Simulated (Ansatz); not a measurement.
Total energies of CH6AlNO2Si (`N[SiH]1C[O][Al]1[OH]`).

Z-matrix (Å, degrees):
```
C
Si 1 1.934
Al 1 2.520 2 64.1
O 1 1.437 2 105.2 3 4.3
H 1 1.096 2 112.3 3 123.1
H 1 1.097 2 112.0 3 -115.4
N 2 1.713 1 121.5 3 121.6
H 2 1.491 1 110.7 3 -114.3
O 3 1.689 1 156.9 2 -176.4
H 7 1.005 2 123.4 1 -60.5
H 7 1.005 2 121.9 1 100.8
H 9 0.955 3 125.4 1 175.9
```

Charge 0, multiplicity 1. Geometry: relaxed with PBE0-D4/def2-TZVP. It is one conformer, not always the lowest. Basis def2-TZVPP, the Gaussian-basis code of Ansatz.

RPA on PBE orbitals: Hartree–Fock energy of these orbitals -776.54105 Eh, correlation -1.68143 Eh (frozen core).

```tsv
functional	kind	energy without D4 (Eh)	D4 term (kJ/mol)
LDA (SPW92)	LDA	-774.97339	–
PBE	GGA	-778.51030	-26.1
revPBE	GGA	-778.87731	-73.8
BLYP	GGA	-779.01346	-56.4
r2SCAN	meta-GGA	-778.89493	-6.5
PBE0	global hybrid, 25 % exact exchange	-778.56573	-22.3
B3LYP	global hybrid, 20 %	-779.11907	-42.2
r2SCANh	meta-GGA hybrid, 10 %	-778.87644	-7.0
r2SCAN0	meta-GGA hybrid, 25 %	-778.85022	-7.7
LC-ωPBE	long-range corrected hybrid	-778.75060	–
ωB97X-V	range-separated hybrid GGA with VV10	-778.90689	–
ωB97M-V	range-separated hybrid meta-GGA with VV10	-778.95551	–
B2PLYP	double hybrid	-778.66410	–
PBE-QIDH	double hybrid	-778.35951	–
```

Task: Give the same for B97M-V, HSE06 (plane-wave form), BHLYP, CAM-B3LYP. (Estimate.)

Result: Computed: 
```
             functional                    kind  energy without D4 (Eh)  D4 term (kJ/mol)
                 B97M-V      meta-GGA with VV10              -778.88452                 –
HSE06 (plane-wave form)         screened hybrid              -778.54139             -20.9
                  BHLYP     global hybrid, 50 %              -778.94302             -34.3
              CAM-B3LYP  range-separated hybrid              -778.99317             -22.9
```

B3LYP takes the VWN-RPA correlation (the form of Gaussian; ORCA's B3LYP/G). HSE06 is the plane-wave form, built on full-range PBE exchange. The double hybrids freeze the cores in their second-order part.

LC-ωPBE has ω = 0.4 bohr⁻¹.
